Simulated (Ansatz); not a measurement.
Total energies of `N[Si](O)(O)C=O`.

```xyz
11

N     0.637   -0.501    1.351
Si    0.072    0.340    0.002
O    -0.760    1.706    0.345
O     1.240    0.840   -1.043
C    -1.080   -0.935   -0.845
O    -1.248   -2.041   -0.382
H     0.233   -1.404    1.542
H     1.075   -0.080    2.152
H    -0.548    2.478   -0.183
H     1.994    0.259   -1.152
H    -1.613   -0.662   -1.788
```

Total charge 0; spin multiplicity 1. All single points use the PBE0-D4/def2-TZVP geometry. It is one conformer, not always the lowest. Basis def2-TZVPP, Ansatz.

RPA on PBE orbitals: Hartree–Fock energy of these orbitals -608.96737 Eh, correlation -1.84544 Eh (frozen core).

| functional | energy without D4 (Eh) | D4 term (kJ/mol) |
| --- | --- | --- |
| revPBE | -611.14120 | -73.5 |
| r2SCAN | -611.12456 | -6.0 |
| B97M-V | -611.15851 | – |
| r2SCAN0 | -611.07227 | -6.9 |
| HSE06 (plane-wave form) | -610.81634 | -18.8 |
| BHLYP | -611.14779 | -28.6 |
| CAM-B3LYP | -611.20861 | -20.4 |
| LC-ωPBE | -611.02744 | – |
| ωB97X-V | -611.15957 | – |
| PBE-QIDH | -610.71257 | – |

**Question.** Give the same for LDA (SPW92), PBE, BLYP, PBE0, B3LYP, r2SCANh, ωB97M-V, B2PLYP. (An estimate is asked.)

**Answer.** Ansatz gave: 
```json
{"functional": "LDA (SPW92)", "energy without D4 (Eh)": "-607.73564", "D4 term (kJ/mol)": "–"}
{"functional": "PBE", "energy without D4 (Eh)": "-610.80781", "D4 term (kJ/mol)": "-24.0"}
{"functional": "BLYP", "energy without D4 (Eh)": "-611.24401", "D4 term (kJ/mol)": "-52.9"}
{"functional": "PBE0", "energy without D4 (Eh)": "-610.83755", "D4 term (kJ/mol)": "-20.2"}
{"functional": "B3LYP", "energy without D4 (Eh)": "-611.33421", "D4 term (kJ/mol)": "-38.5"}
{"functional": "r2SCANh", "energy without D4 (Eh)": "-611.10305", "D4 term (kJ/mol)": "-6.3"}
{"functional": "ωB97M-V", "energy without D4 (Eh)": "-611.19886", "D4 term (kJ/mol)": "–"}
{"functional": "B2PLYP", "energy without D4 (Eh)": "-610.97760", "D4 term (kJ/mol)": "–"}
```

B3LYP takes the VWN-RPA correlation (the form of Gaussian; ORCA's B3LYP/G). HSE06 is the plane-wave form, built on full-range PBE exchange. The double hybrids freeze the cores in their second-order part.

LC-ωPBE has ω = 0.4 bohr⁻¹.
